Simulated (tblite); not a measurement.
Compound: C3H7FSi.
SMILES with atom numbers: `[F:1][SiH2:2][CH:3]1[CH2:4][CH2:5]1` (hydrogens: H6, H7 on Si2; H8 on C3; H9, H10 on C4; H11, H12 on C5)

Computed with GFN2-xTB (tblite), gas phase: Langevin dynamics at 600 K from the optimised GFN2-xTB geometry, time step 0.5 fs, friction 0.01 fs⁻¹, 2000 steps. The instantaneous temperature is 2·E(kin)/(3Nk) with all 3N coordinates.

| t (fs) | T (K) | E(pot) above start (eV) | F1–Si2 (Å) | Si2–C3 (Å) | C3–C4 (Å) | C4–C5 (Å) | C3–C5 (Å) | Si2–H6 (Å) | F1–Si2–C3–C4 (°) |
| --- | --- | --- | --- | --- | --- | --- | --- | --- | --- |
| 0 | 523 | 0.000 | 1.613 | 1.877 | 1.505 | 1.490 | 1.507 | 1.456 | 175 |
| 50 | 536 | 0.737 | 1.580 | 1.819 | 1.498 | 1.489 | 1.483 | 1.457 | 173 |
| 100 | 578 | 0.493 | 1.594 | 1.876 | 1.471 | 1.480 | 1.518 | 1.425 | 168 |
| 150 | 427 | 0.765 | 1.602 | 1.852 | 1.485 | 1.469 | 1.494 | 1.537 | 177 |
| 200 | 461 | 0.546 | 1.656 | 1.845 | 1.544 | 1.496 | 1.475 | 1.411 | -169 |
| 250 | 618 | 0.818 | 1.735 | 1.837 | 1.400 | 1.510 | 1.519 | 1.507 | -174 |
| 300 | 640 | 0.637 | 1.663 | 1.895 | 1.565 | 1.497 | 1.463 | 1.427 | 178 |
| 350 | 828 | 0.740 | 1.604 | 1.864 | 1.496 | 1.500 | 1.539 | 1.453 | 173 |
| 400 | 470 | 1.064 | 1.529 | 1.881 | 1.470 | 1.588 | 1.516 | 1.490 | 156 |
| 450 | 648 | 0.748 | 1.619 | 1.894 | 1.614 | 1.517 | 1.519 | 1.502 | 127 |
| 500 | 613 | 1.084 | 1.707 | 1.908 | 1.408 | 1.494 | 1.497 | 1.500 | 120 |
| 550 | 459 | 1.025 | 1.619 | 1.857 | 1.549 | 1.438 | 1.487 | 1.443 | 109 |
| 600 | 789 | 0.821 | 1.588 | 1.936 | 1.515 | 1.517 | 1.497 | 1.501 | 120 |
| 650 | 1000 | 0.737 | 1.672 | 1.912 | 1.513 | 1.489 | 1.541 | 1.529 | 122 |
| 700 | 706 | 0.940 | 1.654 | 1.948 | 1.521 | 1.534 | 1.545 | 1.426 | 129 |
| 750 | 736 | 0.527 | 1.608 | 1.882 | 1.525 | 1.507 | 1.515 | 1.500 | 130 |
| 800 | 415 | 0.963 | 1.602 | 1.850 | 1.532 | 1.538 | 1.475 | 1.605 | 134 |
| 850 | 557 | 0.388 | 1.607 | 1.932 | 1.531 | 1.494 | 1.529 | 1.451 | 138 |
| 900 | 496 | 0.660 | 1.694 | 1.909 | 1.562 | 1.513 | 1.541 | 1.472 | 128 |
| 950 | 384 | 0.526 | 1.675 | 1.904 | 1.544 | 1.534 | 1.493 | 1.424 | 131 |
| 1000 | 418 | 0.891 | 1.646 | 1.863 | 1.544 | 1.473 | 1.609 | 1.540 | 110 |

Q: From 500 fs on, how do temperature and potential energy compare with equipartition?

A: The mean temperature of these 11 frames is 598 K against the target 600 K, and the mean potential energy 0.78 eV against 30 × kT/2 = 0.78 eV for 30 classical harmonic modes. For 12 atoms in a canonical ensemble the temperature itself scatters by T·√(2/(3N)) = 141 K; here its standard deviation is 184 K. The whole run lasts only 10 friction times of 100 fs, so these averages carry a wide statistical error.

Q: What are the kinetic and total energies of the listed frame with the highest potential energy?

A: The one at 500 fs, 1.084 eV above the start. Its kinetic energy is 3NkT/2 = 0.951 eV at 613 K, so the sum is 2.03 eV; over the listed frames the sum runs from 0.81 to 2.29 eV, since the thermostat adds and removes energy.

Q: How much do the listed bonds fluctuate from 500 fs on?

A: 
```
  bond  at the start (Å)  mean (Å)  standard deviation (Å)
F1–Si2             1.613     1.643                   0.039
Si2–C3             1.877     1.900                   0.031
 C3–C4             1.505     1.522                   0.039
 C4–C5             1.490     1.503                   0.029
 C3–C5             1.507     1.521                   0.036
Si2–H6             1.456     1.490                   0.052
```

The motion is classical and holds no zero-point motion.

What follows is the cost of the whole dynamics run. The run took 8.5 s of wall time on an Arm Neoverse V1 with one thread, shared host with 32 logical CPUs at a one-minute load of 23, and the process peaked at 0.18 GiB of memory.
